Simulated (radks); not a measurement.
The numbers below are computed, except where a source is named.
Species: Dy. Configuration: [Xe] 4f10 6s2.

Level of theory: Dirac Kohn-Sham, Slater X-alpha with alpha = 0.667, spin-unpolarised, spherical densities, finite nucleus; open shells fill j = l - 1/2 first; Fermi nuclear charge, rms radius 5.2218 fm (a radial shooting solver on a logarithmic mesh with Libxc functionals).

Energy parts (hartree):
| part | energy |
|---|---|
| total | -12152.7850 |
| kinetic | 13330.3488 |
| electron-nucleus | -29983.1394 |
| Hartree | 4749.8745 |
| exchange | -249.8689 |

Orbitals (lengths in bohr, moments of r in powers of bohr; r(90%) holds 90 % of the orbital's charge):
orbital  occ.  eigenvalue (hartree)  r(90%)
1s1/2       2             -1967.512  0.0383
2s1/2       2             -327.4543   0.139
2p1/2       2             -311.5771   0.123
2p3/2       4             -282.2058   0.132
3s1/2       2             -72.81762   0.344
3p1/2       2             -65.86718   0.337
3p3/2       4             -59.77085   0.355
3d3/2       4             -47.76574   0.327
3d5/2       6             -46.43321   0.333
4s1/2       2             -14.33793   0.763
4p1/2       2             -11.59621   0.788
4p3/2       4             -10.22699   0.832
4d3/2       4              -5.70106   0.909
4d5/2       6              -5.45321   0.926
5s1/2       2              -1.75225    1.89
5p1/2       2              -1.01377    2.18
5p3/2       4              -0.84069    2.35
6s1/2       2              -0.11303    6.27
4f5/2       6              -0.08832    1.54
4f7/2       4              -0.05621    1.59

The highest occupied level is 4f7/2 at -1.530 eV. The electron density at the nucleus is 7.373e+05 e/bohr^3.
